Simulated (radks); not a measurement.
Question: The table gives one normalised radial function P(r) = r R(r) of Ni0.5+ in [Ar] 3d8 4s(up 1, down 0.5) (r in bohr). All-electron calculation, non-relativistic Kohn-Sham, BLYP, spin-polarised, spherical densities, point nucleus; open shells are filled with parallel spins first. Program: a radial shooting solver on a logarithmic mesh with Libxc functionals.

r	P
0.006116	0.0000
0.007964	0.0001
0.01045	0.0002
0.01372	0.0005
0.01801	0.0011
0.02364	0.0024
0.03103	0.0050
0.04073	0.0104
0.05346	0.0212
0.07017	0.0416
0.09211	0.0789
0.1209	0.1429
0.1574	0.2407
0.2066	0.3852
0.2712	0.5687
0.356	0.7644
0.4673	0.9241
0.6134	0.9924
0.8051	0.9408
1.057	0.7917
1.387	0.5949
1.821	0.3981
2.371	0.2372
3.112	0.1176
4.084	0.0465
5.361	0.0136
7.037	0.0026
9.237	0.0003

Which n and l does it have? It may be an empty orbital.

Answer: n = 3, l = 2: the number of nodes gives n - l - 1 = 0, the rise at small r (about r^(l+1)) gives l, and the extent must fit the shell. The curve is that of 3d up; the table hardly tells the two spins apart. 3d up: eigenvalue -14.318 eV, 0 radial nodes, <r> = 0.985 bohr, 90 % of the charge inside 1.73 bohr.
